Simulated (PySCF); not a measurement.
Si(CCH)(Cl)(H)2 (C2H3ClSi), SMILES C#C[SiH2]Cl.

Geometry optimised at PBE0-D3(BJ)/def2-SVP.

Level of theory: PySCF with M06-2X/def2-TZVPD.

```yaml
total_energy: -827.67843 hartree
point_group: Cs
highest_occupied_level: -9.76 eV
lowest_empty_level: -0.15 eV
orbital_gap: 9.61 eV
dipole_moment: 1.66 D
quadrupole, principal values (traceless, Buckingham form, about the centre of nuclear charge): -3.86, -3.81, 7.67 D·Å
mean_static_polarisability: 62.3 bohr³ (9.23 Å³)
polarisability_principal_values: 49.2, 57.1, 80.5 bohr³
```
